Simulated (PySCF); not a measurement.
Vertical excitations of a molecule C₂H₆Cl₂OSn from TDDFT-ωB97X/def2-SVPD run with PySCF 2.14.0, as energy in eV (oscillator strength): 5.56 (0.012), 6.27 (0.117), 6.27 (0.047), 6.34 (0.000), 6.46 (0.103), 6.78 (0.016), 7.68 (0.011), 7.76 (0.233), 8.00 (0.083), 8.16 (0.033). Lowest triplet (TDA): 5.16 eV. The structure is a stationary point at B3LYP-D3(BJ)/def2-SVP. The def2 effective core potentials stand for the cores of Sn; spin–orbit coupling is left out. The values are those of a single conformer.

Identify the compound among the candidates.
(A) C[CH2][Sn]([OH])([Cl])[Cl]
(B) C[O][Sn]([CH3])([Cl])[Cl]
(C) CC[O][SnH]([Cl])[Cl]

B, C[O][Sn]([CH3])([Cl])[Cl]
